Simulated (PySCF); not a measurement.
C₃H₇NSi, SMILES C=C=CN[SiH3]. Heavy atoms are numbered as in [CH2:1]=[C:2]=[CH:3][NH:4][SiH3:5]. Hydrogens are named by the atom that carries them.

Geometry optimised at ωB97X-D3(BJ)/def2-SVP. The structure was generated by enumeration, and PubChem lists no compound with its InChIKey, so it may never have been made. The values are those of a single conformer.

These are PBE0/pcSseg-1 (PySCF) values and carry that method's errors.

GIAO shieldings, no solvent; atoms alike by connectivity are averaged. δ = σ(ref) − σ: ¹³C against TMS (σ = 186.3 ppm); ¹⁵N against NH3 (σ = 267.4 ppm); ²⁹Si against TMS (σ = 352.7 ppm); ¹H against TMS (σ = 31.56 ppm), references at their B3LYP-D3(BJ)/def2-TZVP geometries, non-relativistic.

```csv
nucleus,atoms,count,δ (ppm)
¹³C,C2,1,223.5
¹³C,C3 (CH),1,112.7
¹³C,C1 (CH2),1,97.5
¹⁵N,N4 (NH),1,36.7
²⁹Si,Si5 (SiH3),1,-57.9
¹H,H on C3,1,6.75
¹H,H on C1,2,6.15
¹H,H on Si5,3,4.79
¹H,H on N4,1,1.42
```
